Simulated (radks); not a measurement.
Spherical quantum dot in the effective-mass picture: electrons in a hard-walled sphere of radius 1.27, all in effective atomic units (hartree* = m*/eps^2 hartree, bohr* = eps/m* bohr), one dielectric constant everywhere. Calculated with a radial shooting solver with Libxc functionals: non-relativistic Kohn-Sham, PBE, spin-polarised, spherical densities. Levels are named by radial order and angular momentum (1s, 1p, 1d, 2s, ...), and open shells are averaged over m. Results are scaled to m* = 0.152 and eps = 13.3, for which hartree* = 23.38 meV and bohr* = 4.63 nm.

N = 12, configuration 1s2 1p6 1d(up 4, down 0). This is the lowest configuration that the search found. Occupied and some empty levels:

| level | occupation | eigenvalue (meV) | <r> (nm) |
|---|---|---|---|
| 1s up | 1 | 374.44 | 3.288 |
| 1s down | 1 | 379.29 | 3.261 |
| 1p up | 3 | 433.58 | 3.684 |
| 1p down | 3 | 439.51 | 3.673 |
| 1d up | 4 | 517.33 | 3.940 |
| 1d down | 0 | 523.82 | 3.935 |
| 2s up | 0 | 591.69 | 2.818 |
| 2s down | 0 | 594.50 | 2.829 |
| 1f up | 0 | 622.66 | 4.127 |
| 1f down | 0 | 629.45 | 4.125 |
| 2p up | 0 | 732.52 | 3.132 |
| 2p down | 0 | 736.03 | 3.133 |

Energy (meV): total 3628.77, kinetic 2026.2, external 0, Hartree 1906.0, exchange-correlation -303.44.
